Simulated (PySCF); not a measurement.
## Spin-rotation constants: `[BH3-][P+]1([C@H](C)CC)C=C1`, C₆H₁₄BP

Geometry:
```json
{"atom": "B1", "x (Å)": "-1.800", "y (Å)": "-0.828", "z (Å)": "-1.508"}
{"atom": "P2", "x (Å)": "-0.921", "y (Å)": "-0.501", "z (Å)": "0.200"}
{"atom": "C3", "x (Å)": "0.468", "y (Å)": "0.731", "z (Å)": "0.456"}
{"atom": "C4", "x (Å)": "-0.133", "y (Å)": "2.133", "z (Å)": "0.410"}
{"atom": "C5", "x (Å)": "1.511", "y (Å)": "0.527", "z (Å)": "-0.640"}
{"atom": "C6", "x (Å)": "2.150", "y (Å)": "-0.852", "z (Å)": "-0.551"}
{"atom": "C7", "x (Å)": "-0.918", "y (Å)": "-1.597", "z (Å)": "1.651"}
{"atom": "C8", "x (Å)": "-1.769", "y (Å)": "-0.599", "z (Å)": "1.805"}
{"atom": "H9", "x (Å)": "-0.980", "y (Å)": "-1.342", "z (Å)": "-2.197"}
{"atom": "H10", "x (Å)": "-2.709", "y (Å)": "-1.535", "z (Å)": "-1.213"}
{"atom": "H11", "x (Å)": "-2.122", "y (Å)": "0.254", "z (Å)": "-1.886"}
{"atom": "H12", "x (Å)": "0.916", "y (Å)": "0.549", "z (Å)": "1.439"}
{"atom": "H13", "x (Å)": "0.639", "y (Å)": "2.890", "z (Å)": "0.538"}
{"atom": "H14", "x (Å)": "-0.873", "y (Å)": "2.258", "z (Å)": "1.200"}
{"atom": "H15", "x (Å)": "-0.622", "y (Å)": "2.298", "z (Å)": "-0.548"}
{"atom": "H16", "x (Å)": "2.282", "y (Å)": "1.299", "z (Å)": "-0.558"}
{"atom": "H17", "x (Å)": "1.025", "y (Å)": "0.638", "z (Å)": "-1.612"}
{"atom": "H18", "x (Å)": "1.384", "y (Å)": "-1.623", "z (Å)": "-0.651"}
{"atom": "H19", "x (Å)": "2.651", "y (Å)": "-0.985", "z (Å)": "0.406"}
{"atom": "H20", "x (Å)": "2.880", "y (Å)": "-0.990", "z (Å)": "-1.344"}
{"atom": "H21", "x (Å)": "-0.561", "y (Å)": "-2.488", "z (Å)": "2.123"}
{"atom": "H22", "x (Å)": "-2.508", "y (Å)": "-0.218", "z (Å)": "2.478"}
```

Method used: GIAO OPBE/cc-pVDZ magnetisability, rotational g tensor and spin-rotation constants, non-relativistic, gas phase (PySCF 2.14.0). Geometry: GFN2-xTB.

(1) Give the nuclear spin-rotation constants along the inertial axes (H = +C I·J) beside the isotropic shieldings.

Answers

(1) Rotational constants 2.0169, 1.3093, 1.2144 GHz. A star marks the isotopologue with that one atom substituted, in its own axes.
```
atom  isotope  Caa (kHz)  Cbb (kHz)  Ccc (kHz)  mean (kHz)  σ (ppm)
  B1      11B      0.169      0.135      0.116       0.140    156.6
  P2      31P      2.059      1.588      1.356       1.668    507.9
  H9       1H     -0.108     -0.035     -0.112      -0.085     30.5
 H10       1H      0.001     -0.129     -0.112      -0.080     31.4
 H11       1H     -0.193     -0.053     -0.042      -0.096     30.3
 H12       1H     -0.216     -0.163      0.035      -0.115     30.5
 H13       1H     -0.040     -0.098     -0.132      -0.090     30.7
 H14       1H     -0.052     -0.086     -0.129      -0.089     30.5
 H15       1H     -0.231     -0.142      0.035      -0.113     30.3
 H16       1H     -0.008     -0.102     -0.132      -0.081     30.2
 H17       1H     -0.208     -0.145      0.037      -0.106     29.9
 H18       1H     -0.020     -0.082     -0.141      -0.081     30.0
 H19       1H     -0.228     -0.144      0.024      -0.116     30.9
 H20       1H     -0.041     -0.092     -0.127      -0.086     30.4
 H21       1H     -0.197     -0.019      0.035      -0.060     23.0
 H22       1H      0.028      0.009     -0.127      -0.030     23.0
  C3     13C*      0.330      0.265      0.209       0.268    144.0
  C4     13C*      0.249      0.151      0.164       0.188    179.6
  C5     13C*      0.287      0.180      0.182       0.216    167.6
  C6     13C*      0.265      0.151      0.150       0.189    180.4
  C7     13C*      0.528      0.371      0.441       0.446     61.9
  C8     13C*      0.688      0.364      0.332       0.461     65.2
```
For the geometry as given, no vibrational averaging.
